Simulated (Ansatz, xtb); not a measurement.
**FGaGeHS+: which of two structures lies lower**

We compare X, a singlet given by its coordinates, with Y, a singlet given by its coordinates. Both are isolated ions in the gas phase, relaxed with r2SCAN-D4/def2-SVP.

X (Å):

```xyz
5

F    -2.6757   -4.2660    1.4075
Ga    1.3350   -1.1384   -0.1261
Ge   -1.1028   -4.9939    1.3153
S    -0.0372   -2.8165    1.3287
H    -1.2099   -2.1339    1.3747
```

Close contacts (Å): F1–Ge3 1.74, Ga2–S4 2.61, Ge3–S4 2.42, S4–H5 1.36.

Y (Å):

```xyz
5

F    -0.7601   -0.4732   -0.5011
Ga   -2.4786   -0.0266   -1.4512
Ge    0.6229   -1.4413    0.5072
S     2.0744    0.2200    0.4938
H     1.2692    1.0576   -0.2028
```

Close contacts (Å): F1–Ga2 2.01, F1–Ge3 1.97, Ge3–S4 2.21, S4–H5 1.35.

Q: Which of the two would you expect CCSD(T)/def2-SVP + ΔMP2/def2-TZVPP electronic energies to favour?

A: Structure Y; the calculation gives E(Y) − E(X) = −0.323 eV.

How the difference moves with the method:

```csv
level,geometry,E(Y) − E(X) (eV),departure from the last row (eV),"job, with rough time for the two"
r2SCAN-D4/def2-SVP,r2SCAN-D4/def2-SVP,−0.319,+0.005,"optimisation, 98 s"
HF/def2-SVP,r2SCAN-D4/def2-SVP,−0.427,−0.104,part of the CCSD(T) run
MP2/def2-SVP,r2SCAN-D4/def2-SVP,−0.429,−0.106,part of the CCSD(T) run
CCSD(T)/def2-SVP,r2SCAN-D4/def2-SVP,−0.484,−0.160,single point
CCSD(T)/def2-SVP + ΔMP2/def2-TZVPP,r2SCAN-D4/def2-SVP,−0.323,,"single point, 46 s"
```

None of the levels shown reverses the order. The largest departure from CCSD(T)/def2-SVP + ΔMP2/def2-TZVPP is that of CCSD(T)/def2-SVP, 0.160 eV. Levels run at GFN2-xTB geometries aren't shown. The last row adds to CCSD(T) the change of the MP2 difference between the two basis sets, here +0.160 eV, a large step that makes the value less sure.

With harmonic frequencies from r2SCAN-D4/def2-SVP (ideal gas, rigid rotor, one conformer each, 600 K, 1 atm): on the last row, ΔE + ΔZPE = −0.330 eV. A mode under 50 cm⁻¹ makes harmonic enthalpies and free energies unreliable, so none is given.

The correlated steps freeze 24 core orbitals; the filled d shell of Ga and Ge is correlated, in a basis made for valence electrons. Programs: Ansatz 0.2.0; the last row on 1 thread of Intel(R) Xeon(R) Platinum 8259CL CPU @ 2.50GHz (Skylake/Cascade Lake) on a shared host.
